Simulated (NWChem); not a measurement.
System meant: C₄H₄F₂; SMILES C(=C/C=C\F)/F

Here is an NWChem input.

```
start job
memory heap 200 mb stack 900 mb global 1100 mb
geometry units angstroms noautoz
  F     -0.418796     2.475336     0.000000
  C      0.674228     1.716165     0.000000
  C      0.616108     0.380439     0.000000
  C     -0.616108    -0.380439     0.000000
  C     -0.674228    -1.716165     0.000000
  F      0.418796    -2.475336     0.000000
  H      1.597738     2.300920     0.000000
  H      1.566008    -0.158256     0.000000
  H     -1.566008     0.158256     0.000000
  H     -1.597738    -2.300920     0.000000
end
basis spherical
  * library def2-svp
end
dft
  odft
  mult 2
  xc b3lyp
  iterations 150
  mulliken
end
task dft energy
```

End of the output:

```
 Summary of "ao basis" -> "" (spherical)
 ------------------------------------------------------------------------------
       Tag                 Description            Shells   Functions and Types
 ---------------- ------------------------------  ------  ---------------------
 *                          def2-svp                  on all atoms

                                 NWChem DFT Module
                                 -----------------

 Summary of "ao basis" -> "ao basis" (spherical)
 ------------------------------------------------------------------------------
       Tag                 Description            Shells   Functions and Types
 ---------------- ------------------------------  ------  ---------------------
 F                          def2-svp                 6       14   3s2p1d
 C                          def2-svp                 6       14   3s2p1d
 H                          def2-svp                 3        5   2s1p

 Summary of "ao basis" -> "ao basis" (spherical)
 ------------------------------------------------------------------------------
       Tag                 Description            Shells   Functions and Types
 ---------------- ------------------------------  ------  ---------------------
 F                          def2-svp                 6       14   3s2p1d
 C                          def2-svp                 6       14   3s2p1d
 H                          def2-svp                 3        5   2s1p

      Symmetry analysis of basis
      --------------------------

        ag         38
        au         14
        bg         14
        bu         38

  number of electrons :                   46
  multiplicity        :                    2
 ------------------------------------------------------------------------
  no. of electrons and multiplicity not compatible                  46
 ------------------------------------------------------------------------
 ------------------------------------------------------------------------
  current input line :
    25: task dft energy
 ------------------------------------------------------------------------
 ------------------------------------------------------------------------
 There is an error in the input file
 ------------------------------------------------------------------------
 For more information see the NWChem manual at https://nwchemgit.github.io

0: no. of electrons and multiplicity not compatible:Received an Error in Communication
```

### Question
Find the fault in this run and fix the input.

### Answer
The input was rejected before any calculation. Cause: the multiplicity doesn't fit the number of electrons (an even count wants an odd multiplicity, and the reverse). This input runs:
```
start job
memory heap 200 mb stack 900 mb global 1100 mb
geometry units angstroms noautoz
  F     -0.418796     2.475336     0.000000
  C      0.674228     1.716165     0.000000
  C      0.616108     0.380439     0.000000
  C     -0.616108    -0.380439     0.000000
  C     -0.674228    -1.716165     0.000000
  F      0.418796    -2.475336     0.000000
  H      1.597738     2.300920     0.000000
  H      1.566008    -0.158256     0.000000
  H     -1.566008     0.158256     0.000000
  H     -1.597738    -2.300920     0.000000
end
basis spherical
  * library def2-svp
end
dft
  xc b3lyp
  iterations 150
  mulliken
end
task dft energy
```
It converges to -354.19839 Ha (B3LYP/def2-SVP).
